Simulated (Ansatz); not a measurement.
Input (CCSDT(Q)/aug-cc-pVDZ; Ansatz, a program for electronic structure):

Ansatz 0.2 input:
```yaml
crystal:
  periodic: [false, false, false]
  atoms:
    - {symbol: B, position_ang: [-0.02703457, -0.07509924, 0.56928949]}
    - {symbol: F, position_ang: [1.16465345, -0.50045187, 0.21108337]}
    - {symbol: C, position_ang: [-1.06947433, 0.48527479, -0.44364211]}
    - {symbol: H, position_ang: [-2.09689543, 0.38650503, -0.09670412]}
    - {symbol: H, position_ang: [-0.96345684, 0.02310764, -1.43067193]}
    - {symbol: H, position_ang: [-0.86951002, 1.55830167, -0.55696903]}
basis:
  gaussian:
    orbitals: aug-cc-pVDZ
magnetization: {spin_polarized: true, initial_magnetization: 1}
correlation: {method: ccsdt_q, electrons: outside_noble_gas}
```

Output:

```
Functional definition: HF
integrals: 0.27 GiB planned
1521 factors; integrals over basis functions are off by at most 2.1e-7 eV
mean field: 0.29 GiB planned
mean field evaluation 1: about -4453.0181 eV, gradient 2.3e1 eV
mean field evaluation 2: about -4453.0192 eV, gradient 2.3e1 eV
mean field evaluation 4: about -4455.8360 eV, gradient 2.9e0 eV
mean field evaluation 8: about -4455.9534 eV, gradient 1.8e-1 eV
mean field evaluation 16: about -4455.9296 eV, gradient 1.2e0 eV
mean field evaluation 32: about -4453.1003 eV, gradient 8.7e-3 eV
mean field -4455.95404485 eV, -163.7532907942 hartree, gradient 1.5e-6 eV, S^2 0.752821; 1 other end points of the search recorded, 0 dependent functions left out
determinant -4455.95404485 eV, -163.7532907942 hartree, with singles and doubles -4467.91164552 eV, -164.1927245137 hartree
determinant -4453.10025722 eV, -163.6484160330 hartree, with singles and doubles -4465.26165662 eV, -164.0953392176 hartree
3 core orbitals not correlated
reference -4455.95404485 eV, -163.7532907942 hartree; 9, 8 occupied and 84, 85 virtual orbitals, 1521 factors
second order -11.27328283 eV of doubles, -0.00000000 eV of singles
coupled cluster: 12.61 GiB planned
cycle   1  -11.61337170 eV  change   -3.4e-1 eV  update   9.6e-2
cycle   2  -12.05187006 eV  change   -4.4e-1 eV  update   4.7e-2
cycle   3  -12.35253225 eV  change   -3.0e-1 eV  update   2.2e-2
cycle   4  -12.34230259 eV  change    1.0e-2 eV  update   8.0e-3
cycle   5  -12.32174768 eV  change    2.1e-2 eV  update   4.8e-3
cycle   6  -12.32616364 eV  change   -4.4e-3 eV  update   2.0e-3
cycle   7  -12.32924253 eV  change   -3.1e-3 eV  update   9.7e-4
cycle   8  -12.32907574 eV  change    1.7e-4 eV  update   4.5e-4
cycle   9  -12.32886813 eV  change    2.1e-4 eV  update   2.0e-4
cycle  10  -12.32911341 eV  change   -2.5e-4 eV  update   9.4e-5
cycle  11  -12.32889811 eV  change    2.2e-4 eV  update   4.4e-5
cycle  12  -12.32889456 eV  change    3.5e-6 eV  update   2.2e-5
cycle  13  -12.32890001 eV  change   -5.5e-6 eV  update   1.1e-5
cycle  14  -12.32890033 eV  change   -3.2e-7 eV  update   5.8e-6
cycle  15  -12.32889558 eV  change    4.7e-6 eV  update   3.7e-6
cycle  16  -12.32889699 eV  change   -1.4e-6 eV  update   2.1e-6
perturbative correction -0.01767729 eV, -0.0006496285 hartree
Total energy: -4468.30061914 eV, -164.2070190304 hartree
```
